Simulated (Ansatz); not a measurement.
`F[SiH]([SiH3])O[SiH3]` + PH₃ → `F[SiH]([SiH3])P` + `O[SiH3]` at 298.15 K and 1 bar (ligand exchange at the Si–O bond).

Gas-phase electronic energies from Ansatz, PBE0-D4/def2-TZVP geometries. CCSD(T)/CBS is the MP2 limit (def2-TZVPP, def2-QZVPP) plus CCSD(T) − MP2 in def2-TZVPP, frozen cores. This one scheme is used for every species. One conformer a species, not always the lowest.

```csv
species,CCSD(T)/CBS energy (Eh),H − E (kJ/mol),S (J/(mol·K))
`F[SiH]([SiH3])O[SiH3]`,-1046.55730,202.4,411.2
PH₃,-342.72256,73.1,210.2
`F[SiH]([SiH3])P`,-1022.55000,165.7,364.3
`O[SiH3]`,-366.69042,113.6,257.8
```

H − E and S are ideal-gas, rigid-rotor, harmonic terms from PBE0-D4/def2-TZVP, for one conformer and one mirror image of each species. 1 Eh = 2625.50 kJ/mol, R = 8.31446 J/(mol·K).

Question: By hand: ΔE, ΔH, ΔS and ΔG.

Answer: ΔE = (-1022.55000) + (-366.69042) − (-1046.55730) − (-342.72256) = 0.03944 Eh = 103.5 kJ/mol. Δ(H − E) = 165.7 + 113.6 − 202.4 − 73.1 = 3.8, so ΔH = 107.3 kJ/mol. ΔS = 364.3 + 257.8 − 411.2 − 210.2 = 0.7 J/(mol·K). ΔG = 107.3 − 298.15 × (0.7)/1000 = 107.1 kJ/mol.

Question: By hand: the equilibrium constant, and the temperature at which ΔG would vanish if ΔH and ΔS stayed fixed.

Answer: log₁₀ K = −ΔG/(RT ln 10) = -18.8. ΔG = 0 at ΔH/ΔS = 153286 K, far beyond where these terms or the molecules hold.

The number of gas molecules stays the same, so ΔS is small and ΔH decides. A doubt of 5 kJ/mol in ΔE shifts log₁₀ K by 0.9 here. Other conformers and mirror images would add mixing entropy, several J/(mol·K) or more a flexible species. Modes under 60 cm⁻¹, often nearly free rotors, make the harmonic entropy too high. These are equilibria of isolated gas molecules and say nothing of rates. Largest T1 diagnostic: 0.014 (customary marks: 0.02 for closed shells, 0.045 for open ones).
